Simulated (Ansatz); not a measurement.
`[SeH][Zr]([SeH])([SeH])[SeH]`. The species carries charge 0 and has multiplicity 1. Zr takes the def2 core potential.

```xyz
9

Se   -0.938    2.078    1.248
Zr    0.254    0.195    0.015
Se    2.077    1.231   -1.416
Se    1.367   -1.275    1.781
Se   -1.388   -1.069   -1.492
H    -1.681    2.298   -0.009
H     2.404   -0.172   -1.751
H     0.094   -2.013    1.894
H    -2.189   -1.273   -0.269
```

Task: What are the harmonic wavenumbers in cm⁻¹ at PBE0-D4/def2-TZVP (Ansatz, finite differences of forces, unscaled)? (Best estimate.)

Result: The calculation gave: 44, 48, 52, 56, 63, 99, 165, 204, 206, 236, 268, 281, 285, 387, 406, 412, 415, 2383, 2394, 2400, 2406.

Task: Is this a minimum?

Result: Yes, all 21 modes are real.

Task: Give the ideal-gas thermochemistry at 298.15 K and 1 bar (rigid rotor, harmonic oscillator; point group C1, symmetry number 1).

Result: Zero-point energy 79.0 kJ/mol; H(298) − E = 114.3 kJ/mol; entropy 507.2 J/(mol·K), of which translation 183.9, rotation 138.8, vibration 184.5; G(298) − E = -36.9 kJ/mol. Modes under 100 cm⁻¹ are hindered rotations or soft bends, so the harmonic entropy is rough.
